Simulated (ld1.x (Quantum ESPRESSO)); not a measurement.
Plane-wave convergence, TM semilocal potential for W

- Element: tungsten (W)
- Generator: ld1.x (Quantum ESPRESSO) 7.5
- Type: norm-conserving Troullier–Martins (semilocal form)
- Functional: BLYP
- Relativity: scalar-relativistic
- Frozen core: [Xe] 4f14
- Valence charge: 6
- Reference configuration: 5d4.5 6s1.5 6p0
- Partial waves: 6p (bound, empty): rc 4.05 bohr; 5d (bound): rc 1.60 bohr; 6s (bound): rc 2.20 bohr
- Local potential: the s channel
- Core correction: Bessel-smoothed model core inside 1.50 bohr

The pseudo-atom Hamiltonian at the reference potential is diagonalised in spherical Bessel functions j_l(qr) that vanish at 20 bohr, with q² up to the cutoff. All-electron valence levels (Ry): 6p -0.0876, 5d -0.2747, 6s -0.3912.

Q: How do the lowest levels (Ry) of each channel move with the cutoff, and are there ghosts?

A:

| cutoff (Ry) | p #1 | p #2 | d #1 | d #2 | s #1 | s #2 | Σ f·Δε (mRy) |
| --- | --- | --- | --- | --- | --- | --- | --- |
| 8 | -0.0875 | 0.0434 | -0.0450 | 0.0616 | -0.3810 | -0.0022 | 1049.2 |
| 10 | -0.0876 | 0.0433 | -0.0992 | 0.0575 | -0.3840 | -0.0024 | 800.8 |
| 15 | -0.0876 | 0.0433 | -0.1989 | 0.0541 | -0.3894 | -0.0029 | 343.9 |
| 18 | -0.0876 | 0.0433 | -0.2444 | 0.0531 | -0.3900 | -0.0030 | 138.4 |
| 21 | -0.0876 | 0.0433 | -0.2606 | 0.0529 | -0.3900 | -0.0030 | 65.1 |
| 30 | -0.0876 | 0.0433 | -0.2737 | 0.0526 | -0.3909 | -0.0031 | 5.2 |
| 35 | -0.0876 | 0.0433 | -0.2744 | 0.0526 | -0.3911 | -0.0031 | 1.5 |
| 40 | -0.0876 | 0.0433 | -0.2745 | 0.0526 | -0.3911 | -0.0031 | 1.3 |
| 45 | -0.0876 | 0.0433 | -0.2745 | 0.0526 | -0.3911 | -0.0031 | 1.1 |
| 55 | -0.0876 | 0.0433 | -0.2746 | 0.0526 | -0.3912 | -0.0031 | 0.4 |
| 60 | -0.0876 | 0.0433 | -0.2747 | 0.0526 | -0.3912 | -0.0031 | 0.2 |
| 400 | -0.0876 | 0.0433 | -0.2747 | 0.0526 | -0.3912 | -0.0031 | 0.0 |

Result: no extra level below or beside the all-electron valence levels (p, d, s tested); the semilocal form is local in each channel, so this says nothing of the separable form that plane-wave codes build from it; 10 mRy is reached at 30 Ry and 1 mRy at 50 Ry.
